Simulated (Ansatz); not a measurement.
`CC([SiH3])NP` → 2 C• + 10 H• + N• + P• + Si•  (atomization)

Computed with Ansatz on PBE0-D4/def2-TZVP structures; ΔE is electronic, products minus reactants. CBS: MP2 limit from def2 TZ/QZ plus the TZ coupled-cluster correction, frozen cores. This one scheme is used for every species, atoms too. Functionals use def2-TZVPP. B3LYP here is the variant with VWN-RPA as its local correlation; programs differ in this. No spin–orbit coupling; open shells (•) take unrestricted orbitals. Spin–orbit coupling would lower the free atoms: a little for C, Si. One conformer a species, not always the lowest.

```tsv
level	ΔE (eV)	difference from CCSD(T)/CBS
PBE-D4	52.95	0.64
PBE0-D4	52.32	0.01
ωB97M-V	52.69	0.38
PBE	52.58	0.27
B3LYP	52.00	-0.31
MP2/def2-TZVPP	50.92	-1.39
CCSD(T)/def2-TZVPP	50.88	-1.43
HF/def2-QZVPP	37.79	-14.52
HF/CBS(def2)	37.80	-14.51
MP2/CBS(def2)	52.36	0.05
CCSD(T)/CBS	52.31	0
```

Largest T1 diagnostic among the species: 0.012.

The D4 term adds +0.60 eV with B3LYP and +0.32 eV with PBE0; it sums over pairs of atoms, weighted by their polarisabilities, and B3LYP, whose exchange is more repulsive, gets the larger term. From PBE to PBE0 (25 % exact exchange), in def2-TZVPP and without D4, ΔE moves by −0.57 eV: exact exchange takes away binding that semilocal exchange gives to molecules. In def2-TZVPP, CCSD(T) changes the Hartree–Fock value by +13.17 eV (the triples alone add +0.66 eV) and MP2 by +13.22 eV; breaking electron pairs costs correlation energy, which Hartree–Fock lacks.

For atomizations the MP2-based limit and the directly extrapolated one differ by several kJ/mol either way, and by 10 to 25 for some Ge, Se and Sn compounds, so smaller differences from it don't rank the levels.
